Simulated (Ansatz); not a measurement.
Two isomers of CH7BSi2: A = `[SiH3]C1B[SiH2]1`, B = `CB1[SiH2][SiH2]1`.

Gas-phase electronic energies from Ansatz, PBE0-D4/def2-TZVP geometries. CBS: MP2 limit from def2 TZ/QZ plus the TZ coupled-cluster correction, frozen cores. DFT in def2-TZVPP. B3LYP here is the variant with VWN-RPA as its local correlation; programs differ in this.

Which is lower in electronic energy at CCSD(T)/CBS, and by how much? (Best estimate.)

Computed: A, by 6.7 kJ/mol.

Give E(B) − E(A) in kJ/mol with ωB97M-V, CCSD(T)/def2-SVP, B3LYP, B2PLYP, PBE0-D4, PBE-D4, B3LYP-D4. (Best estimate.)

The calculation gave: ωB97M-V 14.1, CCSD(T)/def2-SVP -7.9, B3LYP -1.1, B2PLYP 3.8, PBE0-D4 -7.5, PBE-D4 -20.4, B3LYP-D4 1.5. The order is the other way round with CCSD(T)/def2-SVP, B3LYP, PBE0-D4, PBE-D4.

Does the order hold for the free energy at 298.15 K (harmonic terms from PBE0-D4)? (An estimate is asked.)

Ansatz gave: Yes: G(B) − G(A) = +14.2 kJ/mol.

Largest T1 diagnostic: 0.015.

From PBE to PBE0 (25 % exact exchange), in def2-TZVPP and without D4, E(B) − E(A) moves by +13.2 kJ/mol. In def2-TZVPP, CCSD(T) changes the Hartree–Fock value by −35.8 kJ/mol (the triples alone add −7.0 kJ/mol) and MP2 by −29.9 kJ/mol.
